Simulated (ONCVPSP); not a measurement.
Varying the ONCV potential for niobium (Nb)

Base potential:

ONCVPSP 4.0.1 input, shortened (lines: element, Z, core and valence counts, functional; n l f; lmax; l rc ep ncon nbas qcut; lloc lpopt rc5 dvloc0; l nproj debl; icmod fcfact rcfact), PBE, scalar-relativistic:

```
  Nb 41.00    6    5        4      upf
    1    0    2.00
    2    0    2.00
    2    1    6.00
    3    0    2.00
    3    1    6.00
    3    2   10.00
    4    0    2.00
    4    1    6.00
    4    2    4.00
    5    0    0.75
    5    1    0.25
    2
    0    1.50    0.00    4    9    6.70
    1    1.90    0.00    4    7    8.00
    2    2.90    0.00    5    9    5.20
    4    5    1.25    0.00
    0    2    2.20
    1    2    1.70
    2    2    1.00
    3    2.25    1.45
```

All-electron outer shells of the reference configuration (PBE, scalar-relativistic, ld1.x):

| shell | level (eV) | outermost node (bohr) | outermost maximum (bohr) |
| --- | --- | --- | --- |
| 3p | -347.16 | 0.17 | 0.39 |
| 3d | -196.61 | – | 0.33 |
| 4s | -58.72 | 0.53 | 1.04 |
| 4p | -34.85 | 0.54 | 1.12 |
| 5s | -4.20 | 1.41 | 3.08 |
| 4d | -3.34 | 0.55 | 1.49 |
| 5p | -1.29 | 1.62 | 4.21 |

Cutoffs, loose and tight: the cutoffs (Ha) at which the residual kinetic energy of the hardest occupied pseudo-wave falls to 1 and 0.1 mHa per electron. They do not see the model core or the augmentation charge, which bear on the density cutoff. Test errors are all-electron minus pseudo excitation energies from the reference, over the configurations 4s2 4p6 4d4 5s1 5p0; 4s2 4p6 4d4 5s0 5p0; 4s2 4p6 4d3 5s0 5p0; 4s2 4p6 4d3 5s2 5p0. A dash means not determined; rows that change the core or the reference have their own tests. The largest error is taken over the tests solved by every variant that gives reliable tests at all: 4s2 4p6 4d3 5s2 5p0; 4s2 4p6 4d4 5s0 5p0; 4s2 4p6 4d4 5s1 5p0.

A true bound ghost makes a file unfit for plane-wave use even where its test errors are small: the radial tests pick states by their node count and pass the ghost by.

```tsv
change	outcome	cutoff, loose	cutoff, tight	bound ghosts	GHOST(+) flags above zero	largest test error (meV)
base	generated	19 Ha	24 Ha	none	s	+21
all radii but the core radius scaled by about 0.77 (s 1.16, p 1.46, d 2.24 bohr); local potential polynomial inside 0.96 bohr (lpopt 5, dvloc0 0 Ha)	generated	32 Ha	149 Ha	none	s	+5.3
all radii but the core radius scaled by about 0.84 (s 1.26, p 1.60, d 2.46 bohr); local potential polynomial inside 1.06 bohr (lpopt 5, dvloc0 0 Ha)	generated	23 Ha	123 Ha	none	s	+8.8
all radii but the core radius scaled by about 0.93 (s 1.40, p 1.76, d 2.70 bohr); local potential polynomial inside 1.16 bohr (lpopt 5, dvloc0 0 Ha)	generated	20 Ha	60 Ha	none	s	+15
all radii but the core radius scaled by about 1.06 (s 1.58, p 2.02, d 3.06 bohr); local potential polynomial inside 1.32 bohr (lpopt 5, dvloc0 0 Ha)	generated	18 Ha	22 Ha	none	s, d	+27
all radii but the core radius scaled by about 1.10 (s 1.66, p 2.10, d 3.20 bohr); local potential polynomial inside 1.38 bohr (lpopt 5, dvloc0 0 Ha)	generated	17 Ha	20 Ha	none	s, d	+32
all radii but the core radius scaled by about 1.20 (s 1.80, p 2.28, d 3.48 bohr); local potential polynomial inside 1.50 bohr (lpopt 5, dvloc0 0 Ha)	generated	16 Ha	19 Ha	none	s, d	+45
all radii but the core radius scaled by about 1.23 (s 1.84, p 2.34, d 3.58 bohr); local potential polynomial inside 1.54 bohr (lpopt 5, dvloc0 0 Ha)	generated	16 Ha	18 Ha	d	none	+51
all radii but the core radius scaled by about 1.34 (s 2.00, p 2.54, d 3.88 bohr); local potential polynomial inside 1.66 bohr (lpopt 5, dvloc0 0 Ha)	generated	14 Ha	17 Ha	none	d	+70
```

Reading the sweep of the scale of all radii but the core radius (base = 1) (base included, trends over the rows without a ghost): The loose cutoff falls from 32 Ha at 0.77 to 14 Ha at 1.34. A larger radius leaves more room for a smooth pseudo-wave, so fewer plane waves are needed; a smaller one forces it to follow the all-electron wave where it bends sharply. Bound ghosts are found at 1.23.
